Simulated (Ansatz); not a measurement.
## Worked example: the enthalpy of BBrF2 + H2O → B(OH)F2 + HBr

Gas-phase species: BBrF2 `FB(F)Br`, singlet; H2O (water) `O`, singlet; B(OH)F2 (difluorohydroxyborane), singlet; HBr (hydrogen bromide), singlet. The partners trade Br for OH: B–Br and H–OH bonds give way to B–OH and H–Br.

Shapes, held fixed at every level: PBE0-D4/def2-TZVP. Programs: Ansatz 0.2.0. The zero-point and thermal terms to 298 K, harmonic and unscaled (PBE0-D4/def2-TZVP), stand in the table.

At BHLYP-D4/def2-TZVPP; 1 Eh = 2625.50 kJ/mol:

| species | energy (Eh) | H(298 K) − E (kJ/mol) | tabulated ΔfH (kJ/mol) |
| --- | --- | --- | --- |
| BBrF2 | -2798.863292 | 40.0 | -820.1 |
| H2O | -76.423300 | 66.4 | -241.8 |
| B(OH)F2 | -300.565998 | 77.6 | -1083.7 |
| HBr | -2574.748955 | 24.6 | -35.9 |

Task: Work out the reaction enthalpy at 298 K from the calculation and from the table of heats.

Result: 
1. Electronic: (-300.565998) + (-2574.748955) − [(-2798.863292) + (-76.423300)] = -0.028361 Eh = -74.5 kJ/mol.
2. Zero-point and thermal: (77.6) + (24.6) − [(40.0) + (66.4)] = -4.2 kJ/mol.
3. Computed ΔH = -78.7 kJ/mol.
4. From the heats of formation (Active Thermochemical Tables, NIST-JANAF tables): (-1083.7) + (-35.9) − [(-820.1) + (-241.8)] = -57.7 kJ/mol.
5. Computed less tabulated: -21.0 kJ/mol. Tabulated heats carry uncertainties of their own. The tabulated values of BBrF2, B(OH)F2 are in doubt (older tables, estimates, or at odds with other calculations) and kept here.

Relativity is left out for Br.
